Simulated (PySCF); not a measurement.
CClF2, doublet, at a GFN2-xTB geometry, with bond 1-2 at 2.0 times its length. Base run: HF/6-31G** (PySCF).

Here is a job for PySCF.
```python
from pyscf import gto, scf

mol = gto.M(
    atom='''
F    -1.893009   -2.055113   -0.371187
C    -0.393564    0.039396    0.308836
F    -0.982056    1.161434   -0.102432
Cl    1.264086   -0.095209   -0.038268
''',
    basis='6-31g**',
    charge=0,
    spin=1,
    verbose=4,
)

mf = scf.UHF(mol)
mf.kernel()
```

Each row names what was changed in the base input (with any setting that the change needs).

| change | ΔE vs base (µEh) | SCF cycles | <S^2> | outcome |
|---|---|---|---|---|
| base | 0.0 | 26 | 0.815 | converged |
| diis = off (with mf.max_cycle = 100) | - | 100 | - | not converged |
| damp = 0.5; diis_start_cycle = 5 | 0.0 | 27 | 0.815 | converged |
| diis_space = 2 | - | 50 | - | not converged |
| level_shift = 0.5 (with mf.max_cycle = 100) | - | 100 | - | not converged |
| conv_tol = 1e-11 | 0.0 | 40 | 0.815 | converged |
| DIIS = EDIIS | - | 50 | - | not converged |
| diis_space = 12 | 0.0 | 26 | 0.815 | converged |
| conv_tol = 1e-12 | - | 50 | - | not converged |
| conv_tol_grad = 1e-3 | 0.0 | 26 | 0.815 | converged |
| DIIS = ADIIS | - | 50 | - | not converged |
| init_guess = huckel | 0.0 | 27 | 0.815 | converged |
| level_shift = 0.3 (with mf.max_cycle = 100) | 0.0 | 42 | 0.815 | converged |

Open shells are given as the SCF converged; they aren't shown to be the lowest states, and a large step between rows can be another state.
